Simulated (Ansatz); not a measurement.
HCl$_{3}$Sn (SMILES [Cl][SnH]([Cl])[Cl]), singlet, at a GFN2-xTB geometry (such geometries of metal compounds can be far from the true shape) (all electrons, no relativity); CASSCF(4,6)/STO-3G (Ansatz, an electronic-structure program).

Input for Ansatz:
Ansatz 0.2 input:
```yaml
crystal:
  periodic: [false, false, false]
  atoms:
    - {symbol: Sn, position_ang: [0.02730023, -0.01815417, 0.41660377]}
    - {symbol: Cl, position_ang: [-1.47226971, -1.55003501, -0.42450916]}
    - {symbol: Cl, position_ang: [-0.66236531, 2.05155022, -0.32063774]}
    - {symbol: Cl, position_ang: [2.04604085, -0.44260164, -0.60680745]}
    - {symbol: H, position_ang: [0.14108939, -0.09382196, 2.15303571]}
basis:
  gaussian:
    orbitals: STO-3G
hamiltonian:
  xc: hf
magnetization: {spin_polarized: false}
correlation: {active_space: {window: {electrons: 4, orbitals: 6}}}
```

Output, abridged:

```
Functional definition: HF
658 factors; integrals over basis functions are off by at most 3.4e-5 eV
mean field evaluation 1: about -199398.8112 eV, gradient 1.7e1 eV
mean field evaluation 2: about -199398.8308 eV, gradient 1.7e1 eV
mean field evaluation 4: about -199400.8117 eV, gradient 6.5e-1 eV
mean field evaluation 8: about -199400.8163 eV, gradient 6.7e-5 eV
mean field -199400.81629770 eV, -7327.8448402128 hartree, gradient 2.7e-6 eV, S^2 0.000000; 0 other end points of the search recorded, 0 dependent functions left out
reference -199400.81629770 eV, -7327.8448402128 hartree; 51, 51 occupied and 4, 4 virtual orbitals, 658 factors
state -199401.48400084 eV, -7327.8693778504 hartree
Total energy: -199401.48400084 eV, -7327.8693778504 hartree
```
